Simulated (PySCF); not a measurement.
Do core-level shifts follow atomic charges?

Species: C3H6O2Si.
Geometry (GFN2-xTB, Å), atoms numbered from 1 in this order:
```xyz
12
C3H6O2Si angstrom
C     -1.3970    0.3860   -1.2875
C     -0.5521    0.1649   -0.2999
C     -0.7294   -0.6294    0.9669
O      0.6102   -0.5421    1.4664
Si     1.2033    0.5111    0.3212
O      2.5622    0.0327   -0.4143
H     -1.1171    0.9755   -2.1444
H     -2.4017   -0.0118   -1.2852
H     -1.4206   -0.1701    1.6772
H     -1.0005   -1.6775    0.8231
H      1.5276    1.8438    0.7850
H      2.7162   -0.8839   -0.6345
```

Binding energies: delta-SCF UKS SCAN, pcX-2 on the ionised atom, pcseg-1 elsewhere, spin-free X2C in PySCF. Charges: PBE0/pcSseg-1 ground-state density, for the ionised atom.

```json
{"atom": "C2", "environment": "fully substituted alkene carbon", "C 1s (eV)": "290.12", "Mulliken (e)": "-0.607", "IAO (e)": "-0.308", "Hirshfeld (e)": "-0.106", "ESP (e)": "-0.305"}
{"atom": "C1", "environment": "terminal =CH2 carbon", "C 1s (eV)": "290.37", "Mulliken (e)": "-0.056", "IAO (e)": "-0.295", "Hirshfeld (e)": "-0.095", "ESP (e)": "-0.392"}
{"atom": "C3", "environment": "sp3 carbon bound to oxygen", "C 1s (eV)": "292.19", "Mulliken (e)": "+0.134", "IAO (e)": "-0.057", "Hirshfeld (e)": "-0.005", "ESP (e)": "+0.176"}
```

**Question.** How well does each charge scheme correlate with the binding energies over these sites?

**Answer.** Hirshfeld: r = 1.00, slope 20.3 eV per e; IAO: r = 1.00, slope 8.0 eV per e; ESP: r = 0.97, slope 3.6 eV per e; Mulliken: r = 0.77, slope 2.3 eV per e. On 3 points no scheme stands out.

**Question.** The point-charge model writes a binding energy as kq + V + constant, with V the potential of the other atoms' charges at the site. What does it give with the IAO charges?

**Answer.** V = Σ 14.40 eV Å × q/r over all other atoms: +2.94 eV at C2, +3.01 eV at C1, -0.51 eV at C3. Fitting binding energy − V to q gives k = 22.2 eV per e and leaves an rms residual of 0.05 eV, against 0.06 eV for the fit on q alone. The model has no term for differences in relaxation between sites.

The structure is a single GFN2-xTB conformer in the gas phase; no vibrational or solvent corrections.
